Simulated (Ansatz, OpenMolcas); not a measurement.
## Predicting a hybrid from its neighbours: IBr

IBr has 2 atoms, charge 0, and is taken as a singlet. As SMILES, `BrI`. Geometry: relaxed at PBE0-D4/def2-TZVP.

The vertical energy of the triplet above the singlet y, in eV, basis def2-TZVP with a core potential; a is the functional's share of exact exchange. Programs: Ansatz 0.2.0, OpenMolcas 26.06.

```
functional     program     a  y (eV)
      TPSS  OpenMolcas     0    1.92
    r2SCAN      Ansatz     0    1.86
     B3LYP      Ansatz   0.2    1.98
   r2SCAN0      Ansatz  0.25       ?
      PBE0      Ansatz  0.25    1.96
     BHLYP      Ansatz   0.5    2.07
```

Q: Fit y = c + s·a to the known rows and predict r2SCAN0.

A: 
1. Means of the 5 rows: a = 0.1900, y = 1.958.
2. Σ(Δa)² = 0.172, Σ(Δa·Δy) = 0.0609, so the slope is 0.0609/0.172 = 0.35407.
3. Intercept: 1.958 − (0.35407) × 0.1900 = 1.891. The largest residual of the fit is 0.031.
4. r2SCAN0: 1.891 + (0.35407) × 0.25 = 1.98 eV.

The run gave 1.91 eV, so the prediction is off by +0.07 eV, more than the largest residual. The rows mix families of semi-local functionals, which the line can't see. Spin-orbit coupling is left out.
